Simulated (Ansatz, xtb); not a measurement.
**Two isomers of CH9GeN3O**

We compare a, `C[O][Ge]([NH2])([NH2])[NH2]`, a singlet, with b, `C[NH][Ge]([NH2])([NH2])[OH]`, a singlet. Both are isolated molecules in the gas phase, relaxed with PBE0-D4/def2-SVP; the shapes shown needn't be the lowest conformers.

a (Å):

```json
{"atom": "C", "x (Å)": "0.4981", "y (Å)": "0.5543", "z (Å)": "1.1116"}
{"atom": "Ge", "x (Å)": "-1.3662", "y (Å)": "0.4163", "z (Å)": "-0.9216"}
{"atom": "N", "x (Å)": "-1.3793", "y (Å)": "1.0764", "z (Å)": "-2.6198"}
{"atom": "N", "x (Å)": "-1.7919", "y (Å)": "-1.3496", "z (Å)": "-0.7892"}
{"atom": "N", "x (Å)": "-2.4827", "y (Å)": "1.4546", "z (Å)": "0.0648"}
{"atom": "O", "x (Å)": "0.2862", "y (Å)": "0.5300", "z (Å)": "-0.2711"}
{"atom": "H", "x (Å)": "-0.1203", "y (Å)": "1.3206", "z (Å)": "1.6164"}
{"atom": "H", "x (Å)": "1.5566", "y (Å)": "0.7942", "z (Å)": "1.3056"}
{"atom": "H", "x (Å)": "0.2834", "y (Å)": "-0.4217", "z (Å)": "1.5892"}
{"atom": "H", "x (Å)": "-0.9923", "y (Å)": "0.4291", "z (Å)": "-3.3014"}
{"atom": "H", "x (Å)": "-0.8843", "y (Å)": "1.9607", "z (Å)": "-2.7137"}
{"atom": "H", "x (Å)": "-2.6695", "y (Å)": "-1.6392", "z (Å)": "-1.2095"}
{"atom": "H", "x (Å)": "-1.0520", "y (Å)": "-1.9915", "z (Å)": "-1.0579"}
{"atom": "H", "x (Å)": "-2.9272", "y (Å)": "1.0055", "z (Å)": "0.8586"}
{"atom": "H", "x (Å)": "-3.1722", "y (Å)": "1.9634", "z (Å)": "-0.4791"}
```

b (Å):

```xyz
15

C    -2.4995   -0.2306    1.0758
Ge   -0.5027    0.4703   -0.8797
N    -1.8151   -0.5395   -0.1549
N    -0.0836   -0.3197   -2.4623
N    -1.1345    2.1804   -0.7450
O     1.0954    0.4980   -0.0923
H    -2.0366   -0.6774    1.9782
H    -2.5104    0.8602    1.2240
H    -3.5529   -0.5624    1.0506
H    -1.7384   -1.5294   -0.3615
H     0.8749   -0.1582   -2.7571
H    -0.7157   -0.1404   -3.2356
H    -2.0677    2.3327   -1.1159
H    -0.5110    2.9069   -1.0834
H     1.0621    0.9310    0.7666
```

Quicker runs give these differences E(b) − E(a): GFN2-xTB −5.6 kcal/mol; HF/STO-3G +2.0 kcal/mol (at GFN2-xTB geometries); r2SCAN-D4/def2-SVP −4.8 kcal/mol (at GFN2-xTB geometries).

**Question.** Estimate which is lower in electronic energy at CCSD(T)/def2-SVP + ΔMP2/def2-TZVPP, and by roughly how much.

**Answer.** The CCSD(T)/def2-SVP + ΔMP2/def2-TZVPP calculation puts structure b lower, by 4.9 kcal/mol.

The same difference at several levels:

```
                             level          geometry  E(b) − E(a) (kcal/mol)  departure from the last row (kcal/mol)  job, with rough time for the two
                          GFN2-xTB          GFN2-xTB                      −5.6                                    −0.7              optimisation, 0.32 s
                         HF/STO-3G          GFN2-xTB                      +2.0                                    +6.8              single point, 0.66 s
                r2SCAN-D4/def2-SVP          GFN2-xTB                      −4.8                                     0.0               single point, 6.5 s
                  PBE0-D4/def2-SVP  PBE0-D4/def2-SVP                      −4.6                                    +0.3             optimisation, 1.7 min
                       HF/def2-SVP  PBE0-D4/def2-SVP                      −3.2                                    +1.7           part of the CCSD(T) run
                      MP2/def2-SVP  PBE0-D4/def2-SVP                      −5.4                                    −0.5           part of the CCSD(T) run
                  CCSD(T)/def2-SVP  PBE0-D4/def2-SVP                      −4.6                                    +0.3                      single point
CCSD(T)/def2-SVP + ΔMP2/def2-TZVPP  PBE0-D4/def2-SVP                      −4.9                                                     single point, 2.8 min
```

As drawn, b has 1 C–N, 1 O–H in place of 1 C–O, 1 N–H.

HF/STO-3G puts the two in the other order. The largest departure from CCSD(T)/def2-SVP + ΔMP2/def2-TZVPP is that of HF/STO-3G, 6.8 kcal/mol. The last row adds to CCSD(T) the change of the MP2 difference between the two basis sets, here −0.3 kcal/mol.

With thermal terms from frequencies at re-optimised GFN2-xTB minima (ideal gas, soft modes damped towards free rotors, one conformer each, 298.15 K, 1 atm): on the last row, ΔE + ΔZPE = −4.7, ΔH = −4.8, ΔG = −4.2 kcal/mol.

The correlated steps freeze 14 core orbitals; the filled d shell of Ge is correlated, in a basis made for valence electrons. Programs: Ansatz 0.2.0, xtb 6.7.1; the last row on 2 threads of Arm Neoverse V2 on a shared host.
